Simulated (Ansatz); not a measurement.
Gas-phase electronic energies from Ansatz, PBE0-D4/def2-TZVP geometries. CCSD(T)/CBS is the MP2 limit (def2-TZVPP, def2-QZVPP) plus CCSD(T) − MP2 in def2-TZVPP, frozen cores. DFT in def2-TZVPP. B3LYP here is the variant with VWN-RPA as its local correlation; programs differ in this. Elements past krypton have def2 core potentials. For Br, Te outer-core shells are correlated without core-valence functions, which leaves a few kJ/mol of doubt a bond. Scalar relativity is left out up to krypton. One conformer a species, not always the lowest.

Reaction (substitution at a C–C bond): `CC[SiH2][TeH]` + `O[Si](O)([SiH3])Br` → `CO[Si](O)([SiH3])Br` + `C[SiH2][TeH]`

`CC[SiH2][TeH]`:

```xyz
12

C     0.343   -0.968    1.237
C    -0.100   -0.870   -0.217
Si    0.342    0.751   -1.050
Te   -0.671    2.736    0.087
H    -0.112   -0.180    1.842
H     0.063   -1.930    1.674
H     1.427   -0.866    1.330
H     0.355   -1.667   -0.818
H    -1.184   -1.007   -0.302
H     1.805    1.010   -0.963
H    -0.068    0.732   -2.479
H    -2.201    2.259   -0.341
```

`O[Si](O)([SiH3])Br`:

Z-matrix (Å, degrees):
```
Si
O 1 1.638
Si 1 2.331 2 115.0
O 1 1.627 2 108.8 3 120.8
Br 1 2.247 2 106.4 3 -119.5
H 2 0.959 1 117.5 3 92.2
H 3 1.486 1 110.4 2 61.0
H 3 1.487 1 108.2 2 -58.5
H 3 1.485 1 109.7 2 -177.8
H 4 0.960 1 118.3 2 50.5
```

`CO[Si](O)([SiH3])Br`:

Cartesian coordinates in Å:
```
C 1.741 1.208 -0.206
O 0.615 0.755 -0.927
Si -0.783 0.196 -0.304
O -1.858 0.048 -1.515
Si -0.613 -1.858 0.790
Br -1.495 1.712 1.191
H 1.476 2.038 0.455
H 2.179 0.404 0.395
H 2.484 1.550 -0.927
H -2.046 0.820 -2.054
H 0.429 -1.742 1.845
H -1.912 -2.201 1.421
H -0.218 -2.928 -0.164
```

`C[SiH2][TeH]`:

Cartesian coordinates in Å:
```
C 0.684 0.251 -1.009
Si -0.704 0.344 0.235
Te -0.923 -1.746 1.590
H 0.727 1.171 -1.598
H 0.539 -0.592 -1.686
H 1.645 0.123 -0.504
H -2.026 0.465 -0.435
H -0.516 1.508 1.139
H 0.574 -1.523 2.268
```

```csv
level,ΔE (kJ/mol),difference from CCSD(T)/CBS
PBE-D4,43.0,-2.5
PBE0-D4,44.2,-1.3
B3LYP-D4,37.5,-8.0
ωB97X-V,39.6,-5.9
B2PLYP,40.3,-5.2
PBE,42.9,-2.6
HF/def2-TZVPP,32.9,-12.6
CCSD/def2-TZVPP,42.6,-2.9
SCS-MP2/def2-QZVPP,44.6,-0.9
CCSD/CBS(def2),44.9,-0.6
CCSD(T)/CBS,45.5,0
```

Largest T1 diagnostic among the species: 0.011.

In def2-TZVPP, CCSD(T) changes the Hartree–Fock value by +10.2 kJ/mol (the triples alone add +0.6 kJ/mol) and MP2 by +15.3 kJ/mol.
